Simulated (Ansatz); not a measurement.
Cost and result up the ladder for Si₂Au₂ (4 atoms). The state is a singlet with charge 0. Geometry: r2SCAN-D4/def2-SVP.

```
atom   x (Å)   y (Å)   z (Å)
 Au1   0.733  -0.860  -1.370
 Au2  -1.324  -0.434   1.100
 Si3  -0.480   1.154  -0.599
 Si4   1.072   0.139   0.868
```

Ansatz on 4 threads of Arm Neoverse N1 on a shared host. Times are rough, and most runs start from the orbitals of an earlier one. PBE0-D4/def2-TZVPD serves as the yardstick here, not as an exact answer. Differences are given only for rows in sets of like size (and for xTB, whose basis is part of the method), since another set adds its own error. Binding counts from free atoms at the same level (Au doublet, Si triplet; other spins of the atoms weren't run), without zero-point energy or a counterpoise term.

In the def2 sets Au takes a core potential; there is no spin–orbit coupling. Correlated methods freeze 10 core orbitals; core or outer-core shells of Au are correlated, in sets that lack core-valence functions. The structure comes from a short search, and lower isomers may exist.

Correlated methods converge slowly with the basis.

```json
{"level": "r2SCAN-D4/def2-TZVPD", "functions": "172", "binding energy per atom (eV)": "2.56", "difference from PBE0-D4/def2-TZVPD (eV)": "0.12", "remarks": "–"}
{"level": "HF/def2-TZVP (with forces)", "functions": "154", "binding energy per atom (eV)": "1.08", "difference from PBE0-D4/def2-TZVPD (eV)": "-1.36", "remarks": "–"}
{"level": "CCSD(T)/def2-TZVP", "functions": "154", "binding energy per atom (eV)": "2.41", "difference from PBE0-D4/def2-TZVPD (eV)": "-0.03", "remarks": "–"}
{"level": "LDA (SPW92)/def2-TZVP", "functions": "154", "binding energy per atom (eV)": "3.08", "difference from PBE0-D4/def2-TZVPD (eV)": "0.64", "remarks": "–"}
{"level": "PBE-QIDH/def2-TZVP", "functions": "154", "binding energy per atom (eV)": "2.45", "difference from PBE0-D4/def2-TZVPD (eV)": "0.01", "remarks": "test for broken spin undecided"}
{"level": "r2SCAN-D4/def2-TZVP", "functions": "154", "binding energy per atom (eV)": "2.55", "difference from PBE0-D4/def2-TZVPD (eV)": "0.12", "remarks": "–"}
{"level": "revPBE-D4/def2-TZVP", "functions": "154", "binding energy per atom (eV)": "2.50", "difference from PBE0-D4/def2-TZVPD (eV)": "0.06", "remarks": "–"}
{"level": "PBE-D4/def2-TZVPD", "functions": "172", "binding energy per atom (eV)": "2.63", "difference from PBE0-D4/def2-TZVPD (eV)": "0.19", "remarks": "–"}
{"level": "PBE0-D4/def2-TZVP", "functions": "154", "binding energy per atom (eV)": "2.43", "difference from PBE0-D4/def2-TZVPD (eV)": "-0.01", "remarks": "–"}
{"level": "PBE0-D4/def2-SVP", "functions": "100", "binding energy per atom (eV)": "2.35", "difference from PBE0-D4/def2-TZVPD (eV)": "–", "remarks": "–"}
{"level": "PBE-D4/def2-SVP", "functions": "100", "binding energy per atom (eV)": "2.55", "difference from PBE0-D4/def2-TZVPD (eV)": "–", "remarks": "–"}
{"level": "PBE-D4/def2-TZVP", "functions": "154", "binding energy per atom (eV)": "2.62", "difference from PBE0-D4/def2-TZVPD (eV)": "0.18", "remarks": "–"}
{"level": "PBE0-D4/def2-TZVPD", "functions": "172", "binding energy per atom (eV)": "2.44", "difference from PBE0-D4/def2-TZVPD (eV)": "0.00", "remarks": "–"}
{"level": "RPA@PBE/def2-TZVP", "functions": "154", "binding energy per atom (eV)": "2.26", "difference from PBE0-D4/def2-TZVPD (eV)": "-0.17", "remarks": "–"}
```

(1) Estimate how long each takes.

## Answers

(1) LDA (SPW92)/def2-TZVP 1.6 s; PBE-D4/def2-SVP 1.8 s; PBE0-D4/def2-SVP 2.6 s; revPBE-D4/def2-TZVP 3 s; HF/def2-TZVP (with forces) 3 s; PBE-D4/def2-TZVP 3.1 s; PBE-D4/def2-TZVPD 3.7 s; PBE0-D4/def2-TZVP 3.9 s; PBE0-D4/def2-TZVPD 5 s; RPA@PBE/def2-TZVP 7 s; r2SCAN-D4/def2-TZVP 7 s; r2SCAN-D4/def2-TZVPD 8 s; PBE-QIDH/def2-TZVP 8.5 s; CCSD(T)/def2-TZVP 1.7 min. On shared hardware such times vary by a factor of up to 3.
